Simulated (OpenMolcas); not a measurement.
O III: effect of the active space

| Quantity | Value |
| --- | --- |
| Program | OpenMolcas |
| Method | MS-CASPT2 or its RAS form, IPEA 0.25 Eh, imaginary shift 0.1 Eh |
| Basis | ANO-RCC |
| Scalar Hamiltonian | DKH2, point nucleus |
| Spin-orbit coupling | RASSI with atomic mean-field integrals over the reference wave functions, term energies averaged over their components |

A. 4 electrons in 8 orbitals (2s 2p 3s 3p); 2S+1 = 3 even, 3 roots; 2S+1 = 1 even, 11 roots; 2S+1 = 5 odd, 1 root; 2S+1 = 3 odd, 9 roots; 2S+1 = 1 odd, 8 roots; closed shells correlated: 1s; CASPT2 step roughly 17 core-seconds
B. 4 electrons in 9 orbitals (RAS2 2s 2p; RAS3 3d, at most 2 electrons); 2S+1 = 3 even, 6 roots; 2S+1 = 1 even, 11 roots; 2S+1 = 5 odd, 1 root; 2S+1 = 3 odd, 9 roots; 2S+1 = 1 odd, 8 roots; closed shells correlated: 1s; CASPT2 step about 27 core-seconds

Energies in cm-1 above 2s2 2p2 3P0, the measured ground level; measured values from Moore, Selected Tables of Atomic Spectra, NSRDS-NBS 3, section 11.

```csv
Level,A,B,Measured
2s2 2p2 3P0,0.0,0.0,0.0
2s2 2p2 3P1,108,104,113
2s2 2p2 3P2,319,308,
2s2 2p2 1D2,20500,20560,20273
2s2 2p2 1S0,42770,43470,43186
2s 2p3 5S* 2,58960,59460,60325
2s 2p3 3D* 1,118720,119860,
2s 2p3 3D* 2,118730,119860,
2s 2p3 3D* 3,118730,119860,
2s 2p3 3P* 0,141940,142580,
2s 2p3 3P* 1,141940,142580,
2s 2p3 3P* 2,141950,142580,
2s 2p3 1D* 2,187970,187430,187054
2s 2p3 3S* 1,197060,197740,197088
2s 2p3 1P* 1,210550,211930,210462
```

Deviations, from unrounded energies. A percentage is the sum of absolute deviations over the sum of measured energies, with the sign that they share, or ± where signs differ.

| Against measurement | Levels | A | B |
| --- | --- | --- | --- |
| mean absolute deviation (cm-1) | 7 | 430 | 560 |
| fine structure of the ground term (%) | 1 | -4.6 | -7.9 |
| other terms of the ground configuration (%) | 2 | ±1.0 | +0.9 |
| other configurations (%) | 4 | ±0.4 | ±0.5 |

A lies closest to measurement on these levels. The largest miss of A in the table is 2s 2p3 5S* 2, by -1400 cm-1. The ranking rests on the paired levels alone, and a cruder setting can come out closer through cancelling errors.

Between A and B the level of the table that moves most is 2s 2p3 1P* 1, by 1400 cm-1 (lowest in A, highest in B). Moves below CASPT2's spread within the term are not significant.

CASPT2 does not keep the components of a term degenerate, so their means are used; among the terms shown or strongly mixed into the levels shown the widest spread is 67 cm-1 (2s 2p3 3D*, A). Active for correlation alone: 3p 3s; no level in the range computed is led by a configuration that fills them, so any true level of that kind is missing (holds for A). Active for correlation alone: 3d; no level in the range computed is led by a configuration that fills it, so any true level of that kind is missing (holds for B). Computed and measured levels are paired by configuration, term and J; levels that our copy of the source lacks, or whose pairing is in doubt (as where it misses far off the trend of its configuration), stay unpaired and out of the deviations. Levels of configurations outside the active space are missing. Levels that lie high or do not pair safely by name in every column are left out.

* marks odd parity.
